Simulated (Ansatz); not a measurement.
`C[BH][GeH3]` + `[AlH3]` → `C[BH][AlH2]` + GeH₄  (formal exchange of groups at a B–Ge bond)

Computed with Ansatz on PBE0-D4/def2-TZVP structures; ΔE is electronic, products minus reactants. CBS: MP2 limit from def2 TZ/QZ plus the TZ coupled-cluster correction, frozen cores. This one scheme is used for every species. Functionals use def2-TZVPP. For Ge outer-core shells are correlated without core-valence functions, which leaves a few kJ/mol of doubt a bond. Scalar relativity is left out up to krypton.

```json
{"level": "r2SCAN0-D4", "ΔE (kcal/mol)": "5.6"}
{"level": "BHLYP-D4", "ΔE (kcal/mol)": "5.8"}
{"level": "r2SCAN", "ΔE (kcal/mol)": "5.3"}
{"level": "HF/def2-SVP", "ΔE (kcal/mol)": "4.5"}
{"level": "HF/def2-TZVPP", "ΔE (kcal/mol)": "5.2"}
{"level": "CCSD/def2-TZVPP", "ΔE (kcal/mol)": "5.8"}
{"level": "HF/CBS(def2)", "ΔE (kcal/mol)": "4.9"}
{"level": "CCSD/CBS(def2)", "ΔE (kcal/mol)": "6.2"}
```

(1) What does CCSD(T)/CBS give? (Estimate.)

Largest T1 diagnostic among the species: 0.012.

## Answers

(1) The calculation gave: +6.3 kcal/mol. The listed levels differ from it by -0.7, -0.5, -1.0, -1.8, -1.1, -0.5, -1.4, -0.1 kcal/mol.

Leaving LDA and LC-ωPBE aside and taking each functional with its dispersion term where it has one, the values, not all of them listed here, spread over 2.2 kcal/mol, from PBE-D4 to B97M-V. At CCSD(T), def2-SVP lies −2.1 kcal/mol from the extrapolated value and def2-TZVPP −0.4 kcal/mol.
